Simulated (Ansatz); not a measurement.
Species: AlCl, charge 0, multiplicity 1. SMILES: [Cl][Al]
Coordinates optimised at B3LYP-D3(BJ)/def2-TZVP (Ansatz, an electronic-structure program):
```
Al
Cl 1 2.1602
```

Quantity: vertical ionisation energy (to the doublet state of charge +1; each state is the SCF solution reached for its spin), in eV. Valence correlation only, unless marked. UHF or UKS for open shells. Spin-orbit coupling is left out. Non-relativistic. CBS marks a two-point X^-3 extrapolation of the correlation energy; Hartree-Fock from the larger set.

CCSD(T)/CBS(aug-cc-pV(T+d)Z,aug-cc-pV(Q+d)Z) (Ansatz) gives 9.41 eV.

### Question
Another calculation gave 9.37 eV. Which level was it?
A) B3LYP/def2-TZVPD (Ansatz)
B) PBE0/def2-TZVPD (Ansatz)
C) r2SCAN/def2-TZVPD (Ansatz)

### Answer
A, B3LYP/def2-TZVPD (Ansatz). The others give 9.26 (PBE0), 9.11 (r2SCAN) eV.
